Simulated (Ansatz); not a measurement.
# Strength of the C–Ge bond: C2H7Ge → C2H4 + GeH3

Species: C2H7Ge `[CH2][CH2][GeH3]`, doublet; C2H4 (ethylene) `C=C`, singlet; GeH3 `[GeH3]`, doublet. 

Shapes, held fixed at every level: PBE0-D4/def2-TZVP. Flexible molecules stand in one conformer, not always the lowest. Programs: Ansatz 0.2.0. The zero-point and thermal change to 298 K, harmonic and unscaled (PBE0-D4/def2-TZVP), is -3.6 kJ/mol.

Estimate ΔH(298 K) of this reaction.

The highest level, CCSD(T)/def2-TZVPP, gives ΔH(298 K) = +57.4 kJ/mol; the levels span +47.0 to +88.6. A fragment pairs its electrons up again, so this isn't a typical strength of such a bond. The column of differences is taken from that level and isn't an error. No measured value is set beside it here. Open shells run unrestricted. Relativity is left out for Ge. Outer-core shells of Ge are correlated, in sets that cover them unevenly.

```
             level                    kind  ΔH(298 K) (kJ/mol)  less CCSD(T)/def2-TZVPP
      MP2/def2-SVP     perturbation theory               +52.5                     -4.9
    MP2/def2-TZVPP     perturbation theory               +61.4                     +4.0
       HF/def2-SVP            Hartree–Fock               +49.6                     -7.8
  SPW92/def2-TZVPP                     LDA               +88.6                    +31.2
wB97X-V/def2-TZVPP  range-separated hybrid               +70.2                    +12.8
     CCSD/def2-SVP   coupled cluster or CI               +47.0                    -10.4
CCSD(T)/def2-TZVPP   coupled cluster or CI               +57.4                      0.0
```
